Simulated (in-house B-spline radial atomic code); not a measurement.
**RPA and G0W0 on wB97X: Kr³⁺**

Configuration [Ar] 3d10 4s2 4p3, highest spin, mean-field start wB97X. Computed with an all-electron radial atomic-structure program (B-spline basis): all electrons, scalar-relativistic (spin-free one-electron X2C), finite nucleus, each spin shell either full or empty, empty states to l = 9 with an (l + 1/2)⁻⁴ tail; G0W0 by contour deformation at full frequency.

Command:
```bash
python run_gw.py task.json out
```
Settings (radii: box in bohr, nucleus in fm):
```
Z                        36
electrons                33
configuration            [Ar] 3d10 4s2 4p3
hamiltonian              x2c
method                   wb97x
lmax                     9
rms_radius               4.1884
spin_polarised           True
box_radius               14.14
intervals                69
```

Time taken, with all properties: 6.4 s on 1 thread of Arm Neoverse N1 (shared host).

Energies (hartree):

```
                                     term        value
                         mean-field total  -2787.47790
Hartree-Fock functional on these orbitals  -2785.66296
                      direct second order      -2.6986
                    second-order exchange      0.78905
                         SOSEX correction      0.73497
```

(1) What is the RPA correlation energy, and what remains with SOSEX?

Quasi-particle levels (eV):

```json
{"level": "4p up", "occupied": "yes", "mean field": "-48.95", "Σx - vxc": "-2.13", "Σc": "?", "QP weight": "?", "G0W0": "?"}
{"level": "4s down", "occupied": "yes", "mean field": "-61.45", "Σx - vxc": "0.75", "Σc": "-2.42", "QP weight": "0.961", "G0W0": "-63.12"}
{"level": "3d down", "occupied": "yes", "mean field": "-128.37", "Σx - vxc": "-13.39", "Σc": "4.86", "QP weight": "0.872", "G0W0": "-136.90"}
{"level": "4p down", "occupied": "no", "mean field": "-37.60", "Σx - vxc": "4.33", "Σc": "-2.41", "QP weight": "0.961", "G0W0": "-35.69"}
```

G0W0 = mean field + (Σx - vxc) + Σc, with Σc (partial-wave tail included) taken at the quasi-particle energy. Only the outer levels were computed. Levels of low weight are left out.

(2) Where does G0W0 put 4p up?

Answers

(1) RPA gives -2.3846 hartree (-1.97 eV per electron); RPA + SOSEX gives -1.6496, and the second-order doubles -1.9095 hartree (no singles). RPA lacks exchange-type terms and so overcorrelates at short range.

(2) At -51.60 eV, with Σc = -0.52 eV and a quasi-particle weight of 0.962. The tabulated removal energy is 50.85 ± 0.11 eV (NIST, measured); the calculation leaves out spin-orbit coupling, Breit and QED terms, and what these don't explain is the method's own error.
